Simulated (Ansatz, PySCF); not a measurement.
C₄H₅F, SMILES C#C[C@H](C)F. Atoms are numbered in the order given.

```xyz
10

C      2.0678    -0.7180    -0.2867
C      0.9889    -0.2525     0.0017
C     -0.3209     0.2902     0.3689
C     -1.4228    -0.7466     0.2897
F     -0.6385     1.3479    -0.4584
H      3.0271    -1.1266    -0.5468
H     -0.2534     0.6920     1.3965
H     -1.4968    -1.1380    -0.7346
H     -1.2162    -1.5826     0.9726
H     -2.3820    -0.2870     0.5669
```

Coordinates come from a PBE0-D3(BJ)/def2-SVP optimisation. The structure was generated by enumeration; whether it is a known compound was not checked.

Two levels are set side by side: PBE-D3(BJ)/def2-SVP (Ansatz, an electronic-structure program) and PBE0-D3(BJ)/def2-SVP (Ansatz). Each level has its own optimised geometry; the coordinates shown are those of the second. Frequencies come from the Hessian of PySCF at each geometry. Differences are taken from unrounded values.

```tsv
quantity	PBE0-D3(BJ)	PBE-D3(BJ)	PBE-D3(BJ) minus PBE0-D3(BJ)
mean bond length (Å)	1.227	1.237	0.010
bond C1–C2 (Å)	1.210	1.222	0.012
bond C2–C3 (Å)	1.465	1.467	0.003
bond C3–C4 (Å)	1.515	1.525	0.010
bond C3–F5 (Å)	1.380	1.400	0.020
bond C1–H6 (Å)	1.075	1.081	0.007
bond C3–H7 (Å)	1.106	1.116	0.010
bond C4–H8 (Å)	1.099	1.107	0.008
bond C4–H9 (Å)	1.099	1.107	0.008
bond C4–H10 (Å)	1.099	1.107	0.008
highest harmonic wavenumber (cm⁻¹)	3488	3406	-82
mean harmonic wavenumber (cm⁻¹)	1418	1366	-52
zero-point energy (kcal/mol)	48.64	46.87	-1.77
```

Exact exchange shortens and stiffens bonds; PBE has none. Differences between two approximate levels are no errors against the true value.
